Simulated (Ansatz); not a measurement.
Reaction (silylene formation by 1,1-elimination): `F[SiH](Cl)[NH][GeH3]` → `F[Si]Cl` + `[NH2][GeH3]`

Gas-phase electronic energies from Ansatz, PBE0-D4/def2-TZVP geometries. CCSD(T)/CBS is the MP2 limit (def2-TZVPP, def2-QZVPP) plus CCSD(T) − MP2 in def2-TZVPP, frozen cores. This one scheme is used for every species. DFT in def2-TZVPP. For Ge outer-core shells are correlated without core-valence functions, which leaves a few kJ/mol of doubt a bond. Scalar relativity is left out up to krypton. Each species was taken in one conformer, which may not be the lowest.

`F[SiH](Cl)[NH][GeH3]`:

```xyz
10

F     0.294   -0.773    2.423
Si   -0.310    0.331    1.446
Cl   -0.092    2.108    2.429
N     0.476    0.412   -0.044
Ge    0.095   -0.571   -1.563
H    -1.733   -0.003    1.266
H     1.313    0.976   -0.095
H    -1.221   -1.301   -1.272
H     1.229   -1.572   -1.840
H    -0.051    0.393   -2.751
```

`F[Si]Cl`:

```xyz
3

F    -0.839    0.545    0.945
Si    0.490    0.622    0.053
Cl    0.349   -1.167   -0.998
```

`[NH2][GeH3]`:

```xyz
7

N     0.266   -0.183    1.116
Ge   -0.154    0.282   -0.617
H    -0.447   -0.737    1.572
H     1.145   -0.675    1.201
H     1.000    1.152   -1.137
H    -0.344   -0.918   -1.576
H    -1.465    1.080   -0.560
```

```tsv
species	r2SCAN-D4 energy (Eh)
`F[SiH](Cl)[NH][GeH3]`	-2984.42019
`F[Si]Cl`	-849.58483
`[NH2][GeH3]`	-2134.74257
```

Problem. Work out ΔE.

Solution. ΔE = (-849.58483) + (-2134.74257) − (-2984.42019) = 0.09279 Eh = +243.6 kJ/mol. CCSD(T)/CBS gives +236.1 kJ/mol.

Largest T1 diagnostic among the species: 0.014.

From PBE to PBE0 (25 % exact exchange), in def2-TZVPP and without D4, ΔE moves by +23.5 kJ/mol. The D4 term adds +17.5 kJ/mol with B3LYP and +9.6 kJ/mol with PBE0; it sums over pairs of atoms, weighted by their polarisabilities, and B3LYP, whose exchange is more repulsive, gets the larger term.

B3LYP here is the variant with VWN-RPA as its local correlation; programs differ in this.
